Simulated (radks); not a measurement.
Neutral ytterbium, [Xe] 4f14 6s2. All-electron calculation, non-relativistic Kohn-Sham, exchange-only PBE, spin-polarised, spherical densities, point nucleus. Program: a radial shooting solver on a logarithmic mesh with Libxc functionals. Every spin shell is full or empty, so the densities are truly spherical. Functionals are evaluated on that one density, not self-consistently. Rank these orbital-free kinetic functionals by their error against the exact value of the orbitals, and give that value: Thomas-Fermi, TF + vW/9, TF + vW/5, revAPBEK, Perdew 92, LKT, PG1, DePristo-Kress, Ernzerhof.

Answer. Exact: 13391.2 hartree. From best to worst, with 100 (|E| - |E exact|)/|E exact| (equal figures are ties): revAPBEK +0.13, DePristo-Kress -0.26, Ernzerhof -0.55, Perdew 92 -0.76, TF + vW/9 -0.77, TF + vW/5 +2.52, Thomas-Fermi -4.89, PG1 +13.02, LKT +16.69.
